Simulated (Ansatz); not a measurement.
Gas-phase electronic energies from Ansatz, PBE0-D4/def2-TZVP geometries. CCSD(T)/CBS adds triple-zeta CCSD(T) − MP2 to the extrapolated MP2 energy (def2 sets, frozen cores). DFT in def2-TZVPP. def2 core potentials past Kr. For Sn outer-core shells are correlated without core-valence functions, which leaves a few kJ/mol of doubt a bond. One conformer a species, not always the lowest.

Reaction (ligand exchange at the Si–C bond): `O=[C]([SiH3])[SnH3]` + `OC([SiH3])S` → `[SiH3]OC([SiH3])S` + `O=[CH][SnH3]`

CCSD(T)/CBS gives -113.5 kJ/mol.

Question: Another level gave -118.7 kJ/mol. Which?
A. PBE-D4/def2-TZVPP
B. CCSD/def2-TZVPP
C. r2SCAN/def2-TZVPP
D. HF/def2-TZVPP

Answer: B. CCSD/def2-TZVPP -118.7, HF/def2-TZVPP -133.4, PBE-D4 -96.5, r2SCAN -108.8 kJ/mol.

Largest T1 diagnostic among the species: 0.016.

The D4 term adds −3.6 kJ/mol with B3LYP and −2.0 kJ/mol with PBE0; it sums over pairs of atoms, weighted by their polarisabilities, and B3LYP, whose exchange is more repulsive, gets the larger term. From PBE to PBE0 (25 % exact exchange), in def2-TZVPP and without D4, ΔE moves by −9.4 kJ/mol. In def2-TZVPP, CCSD(T) changes the Hartree–Fock value by +17.8 kJ/mol (the triples alone add +3.0 kJ/mol) and MP2 by +13.0 kJ/mol.

B3LYP here is the variant with VWN-RPA as its local correlation; programs differ in this.
